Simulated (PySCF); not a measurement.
Some computed properties have been withheld. Give your best values.

C₄H₉ClSi.
Structure used (GFN2-xTB), in Å, numbered top down from 1:
```xyz
15
C4H9ClSi angstrom
C      0.6531   -0.9259   -1.5511
C      0.5990   -0.2568   -0.4073
C     -0.2598   -0.6665    0.7406
Si    -1.9307    0.2610    0.7520
C      1.4050    0.9846   -0.2024
Cl     2.7188    0.6748    0.9869
H      0.0742   -1.8196   -1.7072
H      1.2738   -0.6086   -2.3712
H     -0.4556   -1.7375    0.6900
H      0.2677   -0.4735    1.6753
H     -1.7071    1.7037    0.8707
H     -2.7051   -0.2124    1.8991
H     -2.6325   -0.0194   -0.4999
H      1.8916    1.3156   -1.1187
H      0.8033    1.7886    0.2212
```

```tsv
property	level	value
point group of the GFN2-xTB geometry	GFN2-xTB	C1
rotational constants A, B, C of the GFN2-xTB geometry	GFN2-xTB	3.526, 1.199, 1.004 GHz
dipole moment	CAM-B3LYP/def2-SVPD	?
HOMO energy	CAM-B3LYP/def2-SVPD	?
LUMO energy	CAM-B3LYP/def2-SVPD	0.52 eV
lowest singlet excitation	TDDFT CAM-B3LYP/def2-SVPD	6.44 eV (193 nm, f = 0.279)
lowest triplet excitation (Tamm–Dancoff)	TDA CAM-B3LYP/def2-SVPD	4.11 eV
static isotropic polarisability	CAM-B3LYP/def2-SVPD	?
electronic spatial extent ⟨r²⟩ about the centre of nuclear charge	CAM-B3LYP/def2-SVPD	1178 bohr²
```

Electronic properties: PySCF, gas phase, density fitting.

(1) Give the static isotropic polarisability.

(2) Give the HOMO energy.

(3) Give the dipole moment.

Answers

(1) 90.3 au.

(2) -8.66 eV.

(3) 1.66 D.

The dipole matches unit charges of opposite sign 0.35 Å apart (1 e·Å = 4.8032 D). With B = h/(8π²I), that is 505.379 GHz u Å² over I, the principal moments of inertia are 143.3, 421.6 and 503.2 u Å² (most abundant isotopes). The rotational constants make it an asymmetric top with κ = (2B − A − C)/(A − C) = -0.85, nearer the prolate limit (−1). The largest Löwdin shares of the HOMO are 0.34 on C1, 0.28 on C2, 0.12 on C3 and 0.07 on Si4.

For the TDDFT job (CAM-B3LYP/def2-SVPD), the run took 38 s wall on one thread, Arm Neoverse V1, no GPU (shared host).

One conformer stands for the species.
